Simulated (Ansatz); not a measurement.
A series at Y: from `[OH][Y]([OH])[OH]`, ligands are replaced one by one, each step taking up H–F and setting free H₂O; n counts the steps. Ansatz, PBE0-D4/def2-TZVP geometries. Each molecule was computed in one conformer, which needn't be the lowest.

```json
{"n": "0", "molecule": "`[OH][Y]([OH])[OH]`", "HOMO energy, ωB97M-V/def2-TZVPP (eV)": "-10.40"}
{"n": "1", "molecule": "`[OH][Y]([OH])[F]`", "HOMO energy, ωB97M-V/def2-TZVPP (eV)": "-10.93"}
{"n": "2", "molecule": "`[OH][Y]([F])[F]`", "HOMO energy, ωB97M-V/def2-TZVPP (eV)": "?"}
{"n": "3", "molecule": "`[F][Y]([F])[F]`", "HOMO energy, ωB97M-V/def2-TZVPP (eV)": "-13.08"}
```

Task: By hand: fit a straight line y = ȳ + b (n − n̄) to the 3 given rows and predict n = 2.

Result: n̄ = 1.333, ȳ = -11.470; Σ(n − n̄)(y − ȳ) = -4.290, Σ(n − n̄)² = 4.667, so b = -0.919 eV a step. Prediction: -11.470 + (-0.919) × (0.667) = -12.08 eV.

Task: By hand: compare with the computed value, -11.34 eV, and give the steps along the whole series.

Result: The line misses by 0.74 eV (computed minus predicted). Steps: -0.53, -0.41, -1.74 eV.

One step carries most of the change, so a line is a poor guide. The highest orbital can change its character along such a series. The miss is 27.6 % of the series' range.
